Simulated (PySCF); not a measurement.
## Mayer bond orders and bond lengths

Species: PP3OOO nortricyclane, P₄O₃.
Z-matrix (Å and degrees, PBE0-D3(BJ)/def2-SVP geometry), rows numbered from 1:
```
P 
O   1  1.6633
P   2  1.6897  1  117.20
P   3  2.2779  2   93.28  1    29.99
O   1  1.6621  2   95.93  3   -48.22
P   3  2.2777  2   93.23  1   -30.13
O   1  1.6629  2   95.86  3    48.34
```

Bond orders from the PBE0/pcSseg-1 density (PySCF). The structure is a single PBE0-D3(BJ)/def2-SVP conformer in the gas phase; no vibrational or solvent corrections.

Problem. Set the Mayer orders of the bonds beside their lengths.

Solution. 
```tsv
bond	length (Å)	Mayer order
P1–O2	1.663	0.915
P1–O5	1.662	0.916
P1–O7	1.663	0.915
O2–P3	1.690	0.836
P3–P4	2.278	0.902
P3–P6	2.278	0.902
P4–O5	1.690	0.835
P4–P6	2.278	0.902
P6–O7	1.689	0.836
```

Bonds between the same two heavy elements. O–P: lowest P4–O5, O2–P3 and P6–O7 (0.835, 1.690 Å), highest P1–O5, P1–O2 and P1–O7 (0.916, 1.662 Å). P–P: all 3 within 0.02 of one another (0.902 to 0.902). Bonds named together lie within 0.004.

Problem. Sum the orders of all bonds at each heavy atom with more than one neighbour.

Solution. P1 2.746, O2 1.751, P3 2.640, P4 2.639, O5 1.751, P6 2.640, O7 1.751. Orders between atoms that aren't bonded are not in these sums.

Mayer orders depend on the basis set.
